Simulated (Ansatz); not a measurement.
Reaction (redistribution): `O[SiH2][Si](O)(F)F` + `C[O][AlH][Cl]` → `CO[Si](O)(F)F` + `O[SiH2][AlH][Cl]`

Computed with Ansatz on PBE0-D4/def2-TZVP structures; ΔE is electronic, products minus reactants. CBS: MP2 limit from def2 TZ/QZ plus the TZ coupled-cluster correction, frozen cores. DFT in def2-TZVPP. B3LYP here is the variant with VWN-RPA as its local correlation; programs differ in this. One conformer a species, not always the lowest.

```json
{"level": "PBE0-D4", "ΔE (kcal/mol)": "3.0", "difference from CCSD(T)/CBS": "0.0"}
{"level": "B3LYP-D4", "ΔE (kcal/mol)": "4.8", "difference from CCSD(T)/CBS": "1.8"}
{"level": "ωB97X-V", "ΔE (kcal/mol)": "4.0", "difference from CCSD(T)/CBS": "1.0"}
{"level": "ωB97M-V", "ΔE (kcal/mol)": "3.7", "difference from CCSD(T)/CBS": "0.7"}
{"level": "PBE", "ΔE (kcal/mol)": "4.7", "difference from CCSD(T)/CBS": "1.7"}
{"level": "r2SCAN", "ΔE (kcal/mol)": "3.4", "difference from CCSD(T)/CBS": "0.4"}
{"level": "PBE0", "ΔE (kcal/mol)": "3.0", "difference from CCSD(T)/CBS": "0.0"}
{"level": "B3LYP", "ΔE (kcal/mol)": "4.9", "difference from CCSD(T)/CBS": "1.9"}
{"level": "HF/def2-TZVPP", "ΔE (kcal/mol)": "1.2", "difference from CCSD(T)/CBS": "-1.8"}
{"level": "SCS-MP2/def2-TZVPP", "ΔE (kcal/mol)": "3.9", "difference from CCSD(T)/CBS": "0.9"}
{"level": "CCSD(T)/def2-TZVPP", "ΔE (kcal/mol)": "2.8", "difference from CCSD(T)/CBS": "-0.2"}
{"level": "HF/def2-QZVPP", "ΔE (kcal/mol)": "1.2", "difference from CCSD(T)/CBS": "-1.8"}
{"level": "MP2/def2-QZVPP", "ΔE (kcal/mol)": "4.1", "difference from CCSD(T)/CBS": "1.1"}
{"level": "SCS-MP2/def2-QZVPP", "ΔE (kcal/mol)": "4.0", "difference from CCSD(T)/CBS": "1.0"}
{"level": "HF/CBS(def2)", "ΔE (kcal/mol)": "1.2", "difference from CCSD(T)/CBS": "-1.8"}
{"level": "MP2/CBS(def2)", "ΔE (kcal/mol)": "4.2", "difference from CCSD(T)/CBS": "1.2"}
{"level": "CCSD(T)/CBS", "ΔE (kcal/mol)": "3.0", "difference from CCSD(T)/CBS": "0"}
```

Largest T1 diagnostic among the species: 0.012.

In def2-TZVPP, CCSD(T) changes the Hartree–Fock value by +1.6 kcal/mol (the triples alone add +0.3 kcal/mol) and MP2 by +2.8 kcal/mol. From PBE to PBE0 (25 % exact exchange), in def2-TZVPP and without D4, ΔE moves by −1.7 kcal/mol.
